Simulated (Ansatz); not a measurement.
Born–Oppenheimer molecular dynamics of CH₆AlNO (10 atoms, charge 0, multiplicity 1). It starts at the highest image of a converged band. Of that band: Neighbouring images differ by up to 1.8 eV, so the band resolves the path poorly. The top lies less than 8 meV above the higher end, about what the thresholds resolve: that end is a shoulder or a very shallow well. A vibrational analysis at the climbing image gives no mode beyond 40i cm⁻¹: the surface is too flat there to confirm a saddle point.

All numbers below come from RKS PBE-D4/cc-pVDZ in Ansatz.

* ensemble: NVE (velocity Verlet)
* time step: 0.5 fs
* steps asked: 200
* starting velocities drawn for: 300 K
* seed: 11205

First frame:

```xyz
10
Properties=species:S:1:pos:R:3
Al 0.644 -0.827 -0.239
H 2.399 0.364 -0.452
N -0.328 0.524 0.138
C -1.667 0.921 0.465
H 1.780 0.835 -0.273
O 1.827 -2.053 -0.632
H -2.404 0.769 -0.360
H -1.676 2.017 0.683
H -2.090 0.427 1.371
H 1.516 -2.976 -0.701
```

Task: What does the run give?

Result: All steps were run.

| Item | Value |
| --- | --- |
| steps done | 200 |
| time covered | 100 fs |
| mean temperature over the second half | 141 K |
| spread of the potential energy over the second half | 2.8 meV per atom |
| mean potential energy of the second half above the start | 16.5 meV per atom |

The conserved energy stayed within 0.14 meV per atom of its start (net change 0.13 meV per atom), so the integration is sound. The temperature averaged 0.47 of the 300 K drawn at the start: a run that starts near a minimum puts about half its kinetic energy into the potential. A run of 0.1 ps of so small a system gives no equilibrium averages. The orbitals stay closed-shell, which can raise the energy where a bond breaks towards radicals; this wasn't checked here.

Task: What happens to the structure?

Result: The step under study would form H2–H5 and break Al1–H2, N3–H5. These pairs go: H2–H5 0.80 → 0.82 Å, Al1–H2 2.13 → 2.25 Å, N3–H5 2.17 → 2.04 Å. In the last frame they stand as after the step (other bonds may differ from the relaxed reactants and products). It ends as CH4AlNO + H2. Pairs count as bonded within 1.25 times the sum of covalent radii (0.12 Å more for H–H). This is one draw of velocities; another would differ in detail.

Task: How do temperature and energy run in time?

Result: 
```json
{"time (fs)": "0.0", "T (K)": "300", "potential energy less start (eV)": "0.000", "conserved less start (meV/atom)": "0.00"}
{"time (fs)": "8.0", "T (K)": "112", "potential energy less start (eV)": "0.195", "conserved less start (meV/atom)": "0.11"}
{"time (fs)": "16.0", "T (K)": "163", "potential energy less start (eV)": "0.143", "conserved less start (meV/atom)": "0.07"}
{"time (fs)": "24.0", "T (K)": "161", "potential energy less start (eV)": "0.145", "conserved less start (meV/atom)": "0.07"}
{"time (fs)": "32.0", "T (K)": "89", "potential energy less start (eV)": "0.219", "conserved less start (meV/atom)": "0.12"}
{"time (fs)": "40.0", "T (K)": "181", "potential energy less start (eV)": "0.124", "conserved less start (meV/atom)": "0.04"}
{"time (fs)": "48.0", "T (K)": "126", "potential energy less start (eV)": "0.181", "conserved less start (meV/atom)": "0.11"}
{"time (fs)": "56.0", "T (K)": "112", "potential energy less start (eV)": "0.196", "conserved less start (meV/atom)": "0.08"}
{"time (fs)": "64.0", "T (K)": "156", "potential energy less start (eV)": "0.150", "conserved less start (meV/atom)": "0.07"}
{"time (fs)": "72.0", "T (K)": "129", "potential energy less start (eV)": "0.178", "conserved less start (meV/atom)": "0.09"}
{"time (fs)": "80.0", "T (K)": "195", "potential energy less start (eV)": "0.108", "conserved less start (meV/atom)": "0.02"}
{"time (fs)": "88.0", "T (K)": "78", "potential energy less start (eV)": "0.231", "conserved less start (meV/atom)": "0.12"}
{"time (fs)": "96.0", "T (K)": "179", "potential energy less start (eV)": "0.126", "conserved less start (meV/atom)": "0.06"}
```

Time of the run: 4.9 min on 2 threads of Arm Neoverse V1, on a shared host, peak memory 0.13 GiB.
